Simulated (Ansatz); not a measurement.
Basis sets compared for Si(OH)2Cl2 (SiCl₂O₂H₂). Charge 0, multiplicity 1. Geometry r2SCAN-D4/def2-SVP. Ansatz on 4 threads of Intel Xeon on a shared host; times are rough, and most runs start from earlier orbitals.

```csv
atom,x (Å),y (Å),z (Å)
Si1,-0.063,0.087,0.008
O2,-0.094,-1.237,0.965
H3,-0.925,-1.443,1.409
O4,1.120,-0.169,-1.089
H5,1.534,0.608,-1.483
Cl6,0.333,1.807,1.070
Cl7,-1.905,0.345,-0.879
```

B3LYP takes the VWN-RPA correlation.

Binding counts from free atoms (Si triplet, O triplet, H doublet, Cl doublet) in the same basis, without a counterpoise term.

```json
{"level": "HF/STO-3G", "functions": "39", "energy (Eh)": "-1343.7623", "HOMO (eV)": "-10.84", "LUMO (eV)": "7.41", "binding per atom (eV)": "2.61", "wall time": "1.1 s"}
{"level": "HF/6-31G", "functions": "61", "energy (Eh)": "-1358.7696", "HOMO (eV)": "-13.23", "LUMO (eV)": "2.94", "binding per atom (eV)": "1.94", "wall time": "1.9 s"}
{"level": "HF/def2-TZVP", "functions": "185", "energy (Eh)": "-1359.1542", "HOMO (eV)": "-12.62", "LUMO (eV)": "3.26", "binding per atom (eV)": "2.79", "wall time": "4.5 s"}
{"level": "PBE-D4/def2-SVP", "functions": "92", "energy (Eh)": "-1360.5662", "HOMO (eV)": "-7.41", "LUMO (eV)": "-0.35", "binding per atom (eV)": "3.97", "wall time": "3.5 s"}
{"level": "PBE-D4/def2-TZVP", "functions": "185", "energy (Eh)": "-1361.1938", "HOMO (eV)": "-7.69", "LUMO (eV)": "-0.84", "binding per atom (eV)": "4.03", "wall time": "4.8 s"}
{"level": "r2SCAN-D4/def2-TZVP (with forces)", "functions": "185", "energy (Eh)": "-1361.7181", "HOMO (eV)": "-8.09", "LUMO (eV)": "-0.30", "binding per atom (eV)": "3.99", "wall time": "9 s"}
{"level": "B3LYP-D4/6-31G", "functions": "61", "energy (Eh)": "-1361.5621", "HOMO (eV)": "-9.24", "LUMO (eV)": "-0.98", "binding per atom (eV)": "3.16", "wall time": "3 s"}
{"level": "B3LYP-D4/def2-TZVP", "functions": "185", "energy (Eh)": "-1361.9282", "HOMO (eV)": "-8.89", "LUMO (eV)": "-0.22", "binding per atom (eV)": "3.91", "wall time": "8.1 s"}
{"level": "PBE0-D4/def2-SVP", "functions": "92", "energy (Eh)": "-1360.6720", "HOMO (eV)": "-9.01", "LUMO (eV)": "0.63", "binding per atom (eV)": "3.86", "wall time": "4.6 s"}
{"level": "PBE0-D4/def2-TZVP", "functions": "185", "energy (Eh)": "-1361.2938", "HOMO (eV)": "-9.19", "LUMO (eV)": "0.14", "binding per atom (eV)": "3.93", "wall time": "7 s"}
```

Question: Estimate the rows for PBE-D4/def2-TZVPD, r2SCAN-D4/def2-TZVPD, PBE0-D4/def2-TZVPD.

Answer: 
```tsv
level	functions	energy (Eh)	HOMO (eV)	LUMO (eV)	binding per atom (eV)	wall time
PBE-D4/def2-TZVPD	233	-1361.1980	-7.77	-1.32	4.03	8.6 s
r2SCAN-D4/def2-TZVPD	233	-1361.7211	-8.13	-0.71	3.99	13 s
PBE0-D4/def2-TZVPD	233	-1361.2971	-9.24	-0.56	3.93	13 s
```
